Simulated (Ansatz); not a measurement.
`[CH3][Al]([F])[SH]` + CH₃SH → `C[S][Al]([CH3])[F]` + H₂S at 600 K and 1 bar (ligand exchange at the Al–S bond).

Program: Ansatz. Geometries: PBE0-D4/def2-TZVP. ΔE: electronic, gas phase. CCSD(T)/CBS adds triple-zeta CCSD(T) − MP2 to the extrapolated MP2 energy (def2 sets, frozen cores). This one scheme is used for every species. Each species was taken in one conformer, which may not be the lowest.

```
             species  CCSD(T)/CBS energy (Eh)  H − E (kJ/mol)  S (J/(mol·K))
`[CH3][Al]([F])[SH]`               -780.18144           180.1          425.8
               CH₃SH               -438.22835           152.3          296.8
`C[S][Al]([CH3])[F]`               -819.43373           271.8          484.6
                 H₂S               -398.97279            60.8          230.9
```

H − E and S are ideal-gas, rigid-rotor, harmonic terms from PBE0-D4/def2-TZVP, for one conformer and one mirror image of each species. 1 Eh = 2625.50 kJ/mol, R = 8.31446 J/(mol·K).

Q: By hand: ΔE, ΔH, ΔS and ΔG.

A: ΔE = (-819.43373) + (-398.97279) − (-780.18144) − (-438.22835) = 0.00327 Eh = 8.6 kJ/mol. Δ(H − E) = 271.8 + 60.8 − 180.1 − 152.3 = 0.2, so ΔH = 8.8 kJ/mol. ΔS = 484.6 + 230.9 − 425.8 − 296.8 = -7.1 J/(mol·K). ΔG = 8.8 − 600 × (-7.1)/1000 = 13.1 kJ/mol.

Q: By hand: the equilibrium constant, and the temperature at which ΔG would vanish if ΔH and ΔS stayed fixed.

A: log₁₀ K = −ΔG/(RT ln 10) = -1.1. ΔH and −TΔS have one sign here, so there is no such temperature.

TΔS isn't small against ΔH here. A doubt of 5 kJ/mol in ΔE shifts log₁₀ K by 0.4 here. Other conformers and mirror images would add mixing entropy, several J/(mol·K) or more a flexible species. Modes under 60 cm⁻¹, often nearly free rotors, make the harmonic entropy too high. These are equilibria of isolated gas molecules and say nothing of rates. Largest T1 diagnostic: 0.011 (customary marks: 0.02 for closed shells, 0.045 for open ones).

ΔS is within the doubt of such terms, so its sign, and with it that verdict, could turn.
